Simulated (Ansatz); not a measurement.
A nudged elastic band was laid between two geometries of C3H7BSSi (13 atoms, charge 0, multiplicity 1).

Level of theory: RKS PBE0-D4/def2-SVP (Ansatz).

```json
{"movable images": "7", "climbing image": "yes", "spring": "5.0 eV/Å²", "optimiser": "quadratic models (default)", "start path": "through a guess of the saddle point", "force threshold": "0.05 eV/Å", "iteration limit": "60", "end points": "relaxed"}
```

Image 0:

```xyz
13
Properties=species:S:1:pos:R:3
C -1.261 0.091 1.622
C -1.954 -0.528 0.773
S -1.813 -1.652 -0.413
B -0.284 -1.155 0.809
Si 1.151 -0.196 -0.254
C 0.430 1.156 -1.356
H -1.042 0.777 2.427
H -0.111 -2.080 1.567
H 1.917 -1.175 -1.096
H 2.150 0.418 0.686
H -0.292 0.731 -2.069
H 1.223 1.663 -1.927
H -0.094 1.915 -0.754
```

Image 8:

```xyz
13
Properties=species:S:1:pos:R:3
C -1.951 0.832 2.054
C -1.299 -0.010 1.459
S -0.846 -2.716 0.785
B -0.439 -0.983 0.674
Si 1.098 -0.265 -0.427
C 0.592 1.261 -1.412
H -2.532 1.563 2.587
H 0.114 -3.194 -0.039
H 1.617 -1.336 -1.345
H 2.218 0.086 0.510
H -0.189 1.011 -2.146
H 1.450 1.689 -1.952
H 0.189 2.028 -0.732
```

(1) What changes between the two ends?

(2) What energy profile does the band end with?

(3) What is the geometry of the highest image?

Answers

(1) Bonds broken: C1–B4, C2–S3, B4–H8. Bonds formed: S3–H8.

(2) The forces met the threshold. The highest image is number 2 of 0 to 8, 11.9 kcal/mol above the first end and 39.4 kcal/mol above the last; the last end lies 27.5 kcal/mol below the first. The profile has 2 maxima (images 2, 6) with wells between them (image 4): this band takes more than one step, which may be the mechanism or a detour left from its start path. Neighbouring images differ by up to 1.5 eV, so the band resolves the path poorly. A vibrational analysis at the climbing image gives one clearly imaginary mode, 240i cm⁻¹: a first-order saddle point. The orbitals stay closed-shell, which can raise the energy where a bond breaks towards radicals; this wasn't checked here.

```csv
image,path coordinate (Å),energy (kcal/mol),C1–B4 (Å),C2–S3 (Å),B4–H8 (Å)
0,0.00,0.0,1.78,1.64,1.21
1,0.90,7.4,2.52,1.67,1.21
2,1.80,11.9,3.13,1.69,1.21
3,2.94,2.6,3.60,1.69,1.20
4,4.08,-3.6,3.88,1.70,1.21
5,5.22,6.1,3.55,1.73,1.24
6,6.36,7.1,2.82,2.48,2.00
7,7.50,-26.5,2.73,2.84,2.39
8,8.64,-27.5,2.74,2.83,2.39
```

(3) 
```xyz
13
Properties=species:S:1:pos:R:3
C -1.602 0.599 1.848
C -1.755 -0.288 1.024
S -1.896 -1.584 -0.047
B -0.067 -1.682 0.348
Si 1.217 -0.287 -0.345
C 0.406 1.104 -1.318
H -1.482 1.389 2.568
H 0.279 -2.663 0.964
H 2.162 -1.041 -1.242
H 2.052 0.254 0.777
H -0.210 0.691 -2.131
H 1.165 1.766 -1.762
H -0.248 1.706 -0.670
```

Run time: 6.7 min on 2 threads of AMD EPYC 7R43 64-Core Processor (Zen 3) (shared host), peak memory 0.35 GiB.
